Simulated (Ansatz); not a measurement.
This geometry of C2H5FGeO (10 atoms, charge 0, multiplicity 1) is a first-order saddle point.

Method: RKS revPBE/def2-SVP (Ansatz 0.2.0).

```xyz
10
Properties=species:S:1:pos:R:3
C -0.745 0.100 1.303
C 0.059 0.548 0.084
O 1.414 0.099 -0.003
Ge 0.467 -0.545 -1.487
F 1.060 0.245 -2.956
H -1.212 0.966 1.815
H -0.050 -0.399 2.008
H -1.553 -0.619 1.060
H -0.088 1.613 -0.203
H 0.732 -2.060 -1.618
```

Question: Which two structures does it join? (They come from a converged band through this point; their orientation in space is the band's.)

Answer: No bond is made or broken. The dihedral H8–C1–C2–Ge4 goes from -95 to 28°. The two ends are copies of one structure, up to a mirror image or an exchange of like atoms.

Initial state:

```xyz
10
Properties=species:S:1:pos:R:3
C -0.908 0.049 1.177
C -0.125 0.539 -0.023
O 1.296 0.570 0.091
Ge 0.816 -0.605 -1.294
F 1.330 0.074 -2.844
H -0.802 0.796 1.996
H -0.528 -0.918 1.561
H -1.987 -0.049 0.941
H -0.572 1.433 -0.516
H 1.563 -1.940 -1.087
```

Final state:

```xyz
10
Properties=species:S:1:pos:R:3
C -0.674 0.114 1.323
C 0.141 0.527 0.114
O 1.420 -0.085 -0.053
Ge 0.333 -0.517 -1.523
F 0.968 0.270 -2.975
H -1.691 0.555 1.290
H -0.165 0.491 2.238
H -0.755 -0.987 1.420
H 0.120 1.623 -0.087
H 0.388 -2.043 -1.745
```

Question: How far does it lie above each of them?

Answer: 10.9 kJ/mol above the first and 10.9 kJ/mol above the second. This is the barrier of this one path; another mechanism may lie lower.

Time of the run: 46 s on 2 threads of Arm Neoverse V2, on a shared host, peak memory 0.15 GiB.
